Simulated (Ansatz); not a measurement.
Reaction: CH3Li (SMILES [CH3][Li]) → CH3Li+ (parent SMILES [Li][CH3], doublet) + e-
Each species at its own B3LYP-D3(BJ)/def2-TZVP minimum (Ansatz, a quantum-chemistry and plane-wave program).

Total energies in hartree (Ansatz). UHF or UKS for unpaired electrons; spin-orbit terms are left out. Cores are frozen in correlated methods. No relativity. The spin of CH3Li+ (parent SMILES [Li][CH3], doublet) was assumed, and the state is the lowest solution found for it.

```tsv
species	HF/def2-TZVPP	CCSD(T)/def2-TZVPP	HF/def2-QZVPP	CCSD(T)/def2-QZVPP	CCSDT(Q)/def2-QZVPP
1: CH3Li (SMILES [Li][CH3])	-47.03695	-47.26718	-47.03977	-47.28146	-47.28216
2: CH3Li+ (parent SMILES [Li][CH3], doublet)	-46.83729	-47.02029	-46.84039	-47.03213	-47.03270
```

### Question
Work out the adiabatic ionisation energy (electronic) in eV: take Hartree-Fock from def2-QZVPP, extrapolate the CCSD(T) correlation energy as X^-3 (X = 3, 4), and add CCSDT(Q) - CCSD(T) in def2-QZVPP. 1 hartree = 27.211 eV.

### Answer

Species 1: correlation (64·(-0.24169) - 27·(-0.23023))/37 = -0.25005; step -0.00070; E1 = -47.03977 + (-0.25005) + (-0.00070) = -47.29052
Species 2: correlation (64·(-0.19174) - 27·(-0.18300))/37 = -0.19812; step -0.00057; E2 = -46.84039 + (-0.19812) + (-0.00057) = -47.03908
-1·E1 +1·E2 = 0.25144 hartree = 6.84 eV.
